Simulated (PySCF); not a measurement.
This PySCF input asks for the NMR shieldings of `FC(F)(F)C(Cl)(Cl)Cl`, C2Cl3F3; the geometry comes from PBE0-D3(BJ)/def2-SVP.

```python
import basis_set_exchange as bse
import numpy as np
from pyscf import gto, dft
from pyscf.prop import nmr

atoms = """
F    -1.449503    0.879043    0.514498
C    -0.577912    0.432820   -0.374236
F    -1.215340   -0.323431   -1.253294
F    -0.045736    1.465871   -1.005714
C     0.536036   -0.391384    0.334762
Cl    1.352825    0.656857    1.497587
Cl   -0.217988   -1.757309    1.159116
Cl    1.674435   -0.959331   -0.888361
"""
names = dict.fromkeys(["F", "C", "Cl"], "pcSseg-2")
basis = {el: gto.basis.parse(bse.get_basis(n, elements=[el], fmt="nwchem")) for el, n in names.items()}
mol = gto.M(atom=atoms, basis=basis, charge=0, verbose=0)
mf = dft.RKS(mol, xc="HYB_GGA_XC_WB97X_D")
mf.grids.level = 2
mf.grids.alignment = dft.numint.BLKSIZE   # the property module wants whole blocks of grid points
mf.conv_tol = 1e-9
mf.kernel()

calc = nmr.RKS(mf)   # GIAO
C = mf.mo_coeff
Co = C[:, mf.mo_occ > 0]
resp = mf.gen_response(singlet=True, hermi=2)
def vind(x):   # induced exchange potential for any number of trial vectors
    d = np.einsum("pi,xij,qj->xpq", C, 2 * x.reshape(-1, C.shape[1], Co.shape[1]), Co, optimize=True)
    return np.einsum("xpq,pi,qj->xij", resp(d - d.transpose(0, 2, 1)), C, Co, optimize=True).ravel()
mo1, _ = nmr.rhf.solve_mo1(calc, with_cphf=vind)
sigma = calc.kernel(mo1)
for i, s in enumerate(sigma):   # ppm
    w = np.linalg.eigvalsh((s + s.T) / 2)
    print("%2d %-2s iso %8.1f  s11 %8.1f  s22 %8.1f  s33 %8.1f" % (i, mol.atom_pure_symbol(i), w.mean(), *w))
```

Question: What are the results?

Answer: 
```
 0 F  iso    271.6  s11    203.4  s22    267.3  s33    344.0
 1 C  iso     53.3  s11     46.7  s22     56.5  s33     56.6
 2 F  iso    271.4  s11    203.0  s22    266.8  s33    344.4
 3 F  iso    271.5  s11    203.3  s22    267.2  s33    344.0
 4 C  iso     67.2  s11     47.0  s22     77.1  s33     77.3
 5 Cl iso    521.7  s11    184.8  s22    403.6  s33    976.6
 6 Cl iso    523.5  s11    188.2  s22    406.3  s33    976.0
 7 Cl iso    523.0  s11    187.3  s22    405.7  s33    976.1
```

These numbers come from an equivalent density-fitted implementation of the same equations, which agrees with the script to about 0.01 ppm for H and up to a few tenths of a ppm for heavy atoms, so last digits may differ.

Question: Turn these shieldings into chemical shifts. Scale: CFCl3 for 19F (σ = 186.42 ppm); 13C (σ = 184.42 ppm) vs TMS; HCl for 35Cl (σ = 935.79 ppm) (reference shieldings calculated alike).

Answer: Averaging equivalent atoms: F 0/2/3: -85.1; C 1: 131.2; C 4: 117.3; Cl 5/6/7: 413 ppm. Unscaled 19F shifts against computed CFCl3 carry errors that often reach 10 to 50 ppm.

Size and cost of the density-fitted run: 309 basis functions, 64 s wall time on 1 thread of an Arm Neoverse V1, shared host.
